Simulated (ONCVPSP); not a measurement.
Pseudopotential generation for Pr: ONCV, PBE, scalar-relativistic.

Input for ONCVPSP 4.0.1:

```
# ATOM AND REFERENCE CONFIGURATION
# atsym  z   nc   nv     iexc    psfile
  Pr 59.00   10    4        4      upf
#
#   n    l    f
    1    0    2.00
    2    0    2.00
    2    1    6.00
    3    0    2.00
    3    1    6.00
    3    2   10.00
    4    0    2.00
    4    1    6.00
    4    2   10.00
    4    3    2.00
    5    0    2.00
    5    1    6.00
    5    2    2.00
    6    0    1.00
#
# PSEUDOPOTENTIAL AND OPTIMIZATION
# lmax
    2
#
#   l,   rc,      ep,       ncon, nbas, qcut
    0    2.05    0.00    3    7    5.90
    1    2.65    0.00    4    8    5.80
    2    4.00    0.00    5   10    4.00
#
# LOCAL POTENTIAL
# lloc, lpopt,  rc(5),   dvloc0
    4    4    1.65    1.00
#
# VANDERBILT-KLEINMAN-BYLANDER PROJECTORs
# l, nproj, debl
    0    2    3.70
    1    2    3.20
    2    2    1.40
#
# MODEL CORE CHARGE
# icmod, fcfact, rcfact
    0    0.00    0.00
#
# LOG DERIVATIVE ANALYSIS
# epsh1, epsh2, depsh
   -3.00    5.00    0.02
#
# OUTPUT GRID
# rlmax, drl
    6.00    0.01
#
# TEST CONFIGURATIONS
# ncnf
    4
# nvcnf
#   n    l    f
    4
    5    0    2.00
    5    1    6.00
    5    2    1.00
    6    0    2.00
#
    4
    5    0    2.00
    5    1    6.00
    5    2    1.00
    6    0    1.00
#
    4
    5    0    2.00
    5    1    6.00
    5    2    1.00
    6    0    0.00
#
    4
    5    0    2.00
    5    1    6.00
    5    2    1.00
    6    0    1.50
#
```

Command:

```bash
oncvpsp.x < Pr.dat > Pr.out
```

Output (shortened: citation, most of the input echo, consistency checks and plot data are left out):

```
ONCVPSP  (Optimized Norm-Conservinng Vanderbilt PSeudopotential)
scalar-relativistic version 4.0.1

#   n    l    f        energy (Ha)
    1    0    2.00    -1.5369273E+03
    2    0    2.00    -2.4740393E+02
    2    1    6.00    -2.2137449E+02
    3    0    2.00    -5.3549528E+01
    3    1    6.00    -4.5306895E+01
    3    2   10.00    -3.3737725E+01
    4    0    2.00    -1.0795815E+01
    4    1    6.00    -8.0971976E+00
    4    2   10.00    -4.2360760E+00
    4    3    2.00    -1.7025227E-01
    5    0    2.00    -1.4912651E+00
    5    1    6.00    -8.2689540E-01
    5    2    2.00    -7.5746330E-02
    6    0    1.00    -1.2000365E-01

Reference configufation results
  iterations    28
  all-electron total energy (Ha)   -9.23725133D+03

Begin loop to  construct optimized pseudo wave functions
and semi-local pseudopoentials for all angular momenta

Calculating optimized projector #   1

 for l=   0

    Fraction of norm inside rc  0.877047
    Optimizing pswf for qcut=   5.90 a_B^-1,  ecut=  17.40 Ha
    Residual kinetic energy error=  1.91D-06 Ha

    Energy error per electron        Cutoff
         Ha          eV             Ha
         0.01000     0.27211        9.22
         0.00100     0.02721       12.07
         0.00010     0.00272       14.14
         0.00001     0.00027       16.28

Calculating optimized projector #   2

 for l=   0

    Fraction of norm inside rc  0.040963
    Optimizing pswf for qcut=   5.90 a_B^-1,  ecut=  17.40 Ha
    Residual kinetic energy error=  6.67D-07 Ha

    Energy error per electron        Cutoff
         Ha          eV             Ha
         0.01000     0.27211        6.71
         0.00100     0.02721       10.51
         0.00010     0.00272       13.12
         0.00001     0.00027       15.40

   Wellstate for l =  1  n =  8
     eigenvalue =   2.3731
     asymptotic potential =   2.8731
     half-point radius =  4.7943

Calculating optimized projector #   1

 for l=   1

    Fraction of norm inside rc  0.924035
    Optimizing pswf for qcut=   5.80 a_B^-1,  ecut=  16.84 Ha
    Residual kinetic energy error=  1.81D-08 Ha

    Energy error per electron        Cutoff
         Ha          eV             Ha
         0.01000     0.27211        4.09
         0.00100     0.02721        5.53
         0.00010     0.00272       10.18
         0.00001     0.00027       12.63

Calculating optimized projector #   2

 for l=   1

    Fraction of norm inside rc  0.174477
    Optimizing pswf for qcut=   5.80 a_B^-1,  ecut=  16.84 Ha
    Residual kinetic energy error=  2.48D-06 Ha

    Energy error per electron        Cutoff
         Ha          eV             Ha
         0.01000     0.27211        5.47
         0.00100     0.02721       10.89
         0.00010     0.00272       13.86
         0.00001     0.00027       16.16

   Wellstate for l =  2  n =  8
     eigenvalue =   1.3243
     asymptotic potential =   1.8243
     half-point radius =  7.2454

Calculating optimized projector #   1

 for l=   2

    Fraction of norm inside rc  0.768007
    Optimizing pswf for qcut=   4.00 a_B^-1,  ecut=   8.00 Ha
    Residual kinetic energy error=  5.01D-07 Ha

    Energy error per electron        Cutoff
         Ha          eV             Ha
         0.01000     0.27211        3.82
         0.00100     0.02721        5.11
         0.00010     0.00272        6.24
         0.00001     0.00027        6.98

Calculating optimized projector #   2

 for l=   2

    Fraction of norm inside rc  0.253462
    Optimizing pswf for qcut=   4.00 a_B^-1,  ecut=   8.00 Ha
    Residual kinetic energy error=  2.08D-05 Ha

    Energy error per electron        Cutoff
         Ha          eV             Ha
         0.01000     0.27211        4.98
         0.00100     0.02721        6.34
         0.00010     0.00272        7.30
         0.00001     0.00027       10.43

Construct Vanderbilt / Kleinmman-Bylander projectors

B matrix Hermiticity error, ll=   0
   1   2    9.3901E-05

  Orthonormal projector coefficients  5.5828E+00  4.8942E-01

B matrix Hermiticity error, ll=   1
   1   2    2.4183E-04

  Orthonormal projector coefficients  2.7991E+00  6.9537E-01

B matrix Hermiticity error, ll=   2
   1   2    4.4266E-05

  Orthonormal projector coefficients  1.3966E+00 -3.9282E-01

Pseudoatom total energy  -33.285999

Diagnostic tests using Vanderbilt-Kleinman-Bylander pseudopotentials
  1 or more projectors used as specified by nproj input data

   l    rcore       rmatch      e in        delta e   norm test  slope test

   0   2.0593588   2.1218854  -1.4912651   0.0000068   1.0001130   1.0001199
   0   2.0593588   2.1218854  -0.1200037   0.0000017   1.0000349   1.0000299

   1   2.6634540   2.7443222  -0.8268954  -0.0000001   1.0000645   1.0000653
   1   2.6634540   2.7443222   2.3731046   0.0000063   1.0001413   1.0001413

   2   4.0004411   4.1219032  -0.0757463  -0.0000001   1.0000179   1.0000193
   2   4.0004411   4.1219032   1.3242537   0.0000001   1.0000340   1.0000340

 Testing for bound ghosts
   n   l    E NL Schr. Eq   E Basis Diag.   E Cutoff

   1   0       -1.491258       -1.491263     44.70
   2   0       -0.120002       -0.059797     44.70

   2   1       -0.826895       -0.826894     42.90

   3   2       -0.075746       -0.075579     34.65

 Testing for highly-localized positive-energy ghosts
       l    <radius>/rc     E Basis Diag.   E Cutoff

       0        0.828627        5.968725     44.70  WARNING - GHOST(+)

Test configuration 0

   n   l     f        eae           eps        diff
   1   0  2.0000-1536.92732778
   2   0  2.0000 -247.40393106
   2   1  6.0000 -221.37448905
   3   0  2.0000  -53.54952830
   3   1  6.0000  -45.30689545
   3   2 10.0000  -33.73772535
   4   0  2.0000  -10.79581545
   4   1  6.0000   -8.09719762
   4   2 10.0000   -4.23607603
   4   3  2.0000   -0.17025227
   5   0  2.0000   -1.49126515   -1.49125831    6.83D-06
   5   1  6.0000   -0.82689540   -0.82689549   -9.55D-08
   5   2  2.0000   -0.07574633   -0.07574641   -8.45D-08
   6   0  1.0000   -0.12000365   -0.12000192    1.73D-06

    Total energies and differences
      AE_ref= -9.23725133D+03  AE_tst= -9.23725133D+03  dif=  0.00D+00
      PS_ref= -3.32859993D+01  PS_tst= -3.32859993D+01  dif= -2.13D-14
      PSP excitation error=  2.13D-14

Test configuration 1

   n   l     f        eae           eps        diff
   1   0  2.0000-1536.98415301
   2   0  2.0000 -247.46355991
   2   1  6.0000 -221.43401217
   3   0  2.0000  -53.60802239
   3   1  6.0000  -45.36539689
   3   2 10.0000  -33.79651836
   4   0  2.0000  -10.85425327
   4   1  6.0000   -8.15578915
   4   2 10.0000   -4.29509692
   4   3  2.0000   -0.22841740
   5   0  2.0000   -1.54965571   -1.54916518    4.91D-04
   5   1  6.0000   -0.88098173   -0.88075047    2.31D-04
   5   2  1.0000   -0.11025380   -0.10994862    3.05D-04
   6   0  2.0000   -0.13991547   -0.14011474   -1.99D-04

    Total energies and differences
      AE_ref= -9.23725133D+03  AE_tst= -9.23728862D+03  dif= -3.73D-02
      PS_ref= -3.32859993D+01  PS_tst= -3.33235681D+01  dif= -3.76D-02
      PSP excitation error=  2.82D-04

Test configuration 2

   n   l     f        eae           eps        diff
   1   0  2.0000-1537.20588038
   2   0  2.0000 -247.68431301
   2   1  6.0000 -221.65482173
   3   0  2.0000  -53.82854433
   3   1  6.0000  -45.58592466
   3   2 10.0000  -34.01703418
   4   0  2.0000  -11.07471854
   4   1  6.0000   -8.37624003
   4   2 10.0000   -4.51547082
   4   3  2.0000   -0.44830637
   5   0  2.0000   -1.76963960   -1.77029925   -6.60D-04
   5   1  6.0000   -1.10048300   -1.10114684   -6.64D-04
   5   2  1.0000   -0.31530746   -0.31517436    1.33D-04
   6   0  1.0000   -0.31705813   -0.31724038   -1.82D-04

    Total energies and differences
      AE_ref= -9.23725133D+03  AE_tst= -9.23706191D+03  dif=  1.89D-01
      PS_ref= -3.32859993D+01  PS_tst= -3.30966153D+01  dif=  1.89D-01
      PSP excitation error=  3.21D-05

Test configuration 3

   n   l     f        eae           eps        diff
   1   0  2.0000-1537.46633658
   2   0  2.0000 -247.94337342
   2   1  6.0000 -221.91396646
   3   0  2.0000  -54.08702115
   3   1  6.0000  -45.84441219
   3   2 10.0000  -34.27554348
   4   0  2.0000  -11.33295326
   4   1  6.0000   -8.63444679
   4   2 10.0000   -4.77355390
   4   3  2.0000   -0.70514797
   5   0  2.0000   -2.02607743   -2.02854074   -2.46D-03
   5   1  6.0000   -1.35487898   -1.35693533   -2.06D-03
   5   2  1.0000   -0.54994954   -0.54992793    2.16D-05

    Total energies and differences
      AE_ref= -9.23725133D+03  AE_tst= -9.23664808D+03  dif=  6.03D-01
      PS_ref= -3.32859993D+01  PS_tst= -3.26825579D+01  dif=  6.03D-01
      PSP excitation error= -1.90D-04

Test configuration 4

   n   l     f        eae           eps        diff
   1   0  2.0000-1537.08973322
   2   0  2.0000 -247.56870712
   2   1  6.0000 -221.53918383
   3   0  2.0000  -53.71309612
   3   1  6.0000  -45.47047290
   3   2 10.0000  -33.90158468
   4   0  2.0000  -10.95931891
   4   1  6.0000   -8.26084888
   4   2 10.0000   -4.40012339
   4   3  2.0000   -0.33328155
   5   0  2.0000   -1.65460167   -1.65460463   -2.97D-06
   5   1  6.0000   -0.98583360   -0.98598648   -1.53D-04
   5   2  1.0000   -0.20868280   -0.20846172    2.21D-04
   6   0  1.5000   -0.22589344   -0.22609977   -2.06D-04

    Total energies and differences
      AE_ref= -9.23725133D+03  AE_tst= -9.23719743D+03  dif=  5.39D-02
      PS_ref= -3.32859993D+01  PS_tst= -3.32322563D+01  dif=  5.37D-02
      PSP excitation error=  1.60D-04
```

The run took about 3.9 s on one core of a shared server CPU.
